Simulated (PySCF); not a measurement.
Mo²³⁺: ionisation energy

Mo²³⁺ [Ar] 3d1 [3d3/2^1, M_J = 3/2] → Mo²⁴⁺ [Ar], as a difference of total energies. All numbers are calculated (PySCF 2.14, the two-component X2C-1e Hamiltonian, in an uncontracted even-tempered set (16 s from 3 bohr⁻², ratio 2.8; 12 p from 3.8 bohr⁻², ratio 2.8; 8 d from 3.8 bohr⁻², ratio 2.8; 3 f from 12 bohr⁻², ratio 3)). Correlated levels: [Ne] frozen; the 74 highest virtual spinors dropped. "Screened" scales the spin-orbit matrix elements by Boettger's factors to mimic the two-electron term; Breit and QED terms are absent.

```json
{"method": "GHF (spin-free)", "ionisation energy (eV)": "1079.0"}
{"method": "GMP2 (spin-free)", "ionisation energy (eV)": "1078.9"}
{"method": "GHF (screened spin-orbit)", "ionisation energy (eV)": "1081.7"}
{"method": "GMP2 (screened spin-orbit)", "ionisation energy (eV)": "1081.6"}
```

Breit and QED terms and the two-electron picture change are absent.

The spin-free rows lack the spin-orbit shift.

For comparison: 1082 ± 4 eV (theoretical estimate listed by NIST; NIST Atomic Spectra Database, ionization energies).
